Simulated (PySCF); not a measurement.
C₆ coefficients of unlike pairs at UHF

Calculated with PySCF 2.14 from the dipole response of each species, C₆(A,B) = (3/π) ∫ α_A(iu) α_B(iu) du, in atomic units, from isotropic polarisabilities. For ions this is the dispersion term alone; charge-induced terms of lower order in 1/R come first.

| species | configuration | basis | relativity | α (bohr³) | C₆ (like pair) |
| --- | --- | --- | --- | --- | --- |
| Ti⁺ | [Ar] 3d2 4s1 (4F) | aug-cc-pVQZ-DK (9s8p6d4f3g2h) | spin-free X2C | 62.70 | 427.6 |
| Li⁺ | 1s2 (1S) | aug-cc-pCVDZ (5s4p2d) | none | 0.09331 | 0.02563 |
| Sr²⁺ | [Kr] (1S) | aug-cc-pVQZ-X2C (9s8p6d3f2g) | spin-free X2C | 5.616 | 26.52 |
| Cd³⁺ | [Kr] 4d9 (2D) | x2c-TZVPPall with one added diffuse shell each of s, p, d, f type (9s7p7d3f1g) | spin-free X2C | 3.419 | 15.03 |

Task: Estimate C₆ for Li⁺ with Ti⁺.

Result: The integral gives 1.523. The combination rule 2 C_A C_B / (C_A α_B/α_A + C_B α_A/α_B) gives 1.227 and the geometric mean 3.311.

No spin-orbit coupling is included.

The other pairs:

| pair | C₆ |
| --- | --- |
| Cd³⁺, Sr²⁺ | 19.36 |
| Cd³⁺, Ti⁺ | 49.77 |
| Sr²⁺, Ti⁺ | 75.95 |
| Cd³⁺, Li⁺ | 0.5773 |
| Sr²⁺, Li⁺ | 0.6782 |
